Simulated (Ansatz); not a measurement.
Relaxing a trial structure of ClGeH3Si2

The starting geometry of this gas-phase singlet was optimised with GFN2-xTB.

```json
{"atom": "Cl", "x (Å)": "-0.4319", "y (Å)": "-2.4063", "z (Å)": "-2.8856"}
{"atom": "Ge", "x (Å)": "0.7526", "y (Å)": "-0.4043", "z (Å)": "-1.9895"}
{"atom": "Si", "x (Å)": "-1.6026", "y (Å)": "-0.6857", "z (Å)": "-1.7894"}
{"atom": "Si", "x (Å)": "0.9682", "y (Å)": "-1.3759", "z (Å)": "0.2240"}
{"atom": "H", "x (Å)": "-0.2128", "y (Å)": "-1.8481", "z (Å)": "0.9703"}
{"atom": "H", "x (Å)": "1.8660", "y (Å)": "-2.5389", "z (Å)": "0.1845"}
{"atom": "H", "x (Å)": "1.6204", "y (Å)": "-0.4078", "z (Å)": "1.1177"}
```

Question: Where would you expect an optimisation with PBE0-D3(BJ)/def2-SVP to take it?

Answer: A new bond forms, giving a structure with Cl1 bridging Ge2 and Si3, H5 bridging Si3 and Si4, given below by its coordinates. Distances that change by over a tenth: Si3–Si4 (3.34 → 2.63 Å), Si4–H5 (1.47 → 1.68 Å). Contacts that close: Si3–H5 (3.30 → 1.74 Å).

The energy falls by 0.45 eV over 15 steps:

```csv
step,E − E(last) (eV)
1,0.451
3,0.241
4,0.223
6,0.200
7,0.159
9,0.048
10,0.011
12,0.001
13,0.000
15,0.000
```

Final geometry (Å):

```yaml
atoms:
  - { symbol: Cl, position_ang: [-0.3189, -2.4752, -2.4639] }
  - { symbol: Ge, position_ang: [0.8420, -0.2226, -2.1917] }
  - { symbol: Si, position_ang: [-1.2748, -0.9412, -1.0510] }
  - { symbol: Si, position_ang: [1.1389, -1.2659, -0.0455] }
  - { symbol: H, position_ang: [-0.4565, -1.6726, 0.2942] }
  - { symbol: H, position_ang: [1.6255, -2.6657, 0.1266] }
  - { symbol: H, position_ang: [1.4035, -0.4239, 1.1634] }
```

Frequencies at the end are all real (lowest 151 cm⁻¹). Run with Ansatz 0.2.0, 36 s on 1 thread of Intel(R) Xeon(R) 6975P-C (Granite Rapids) (shared host).
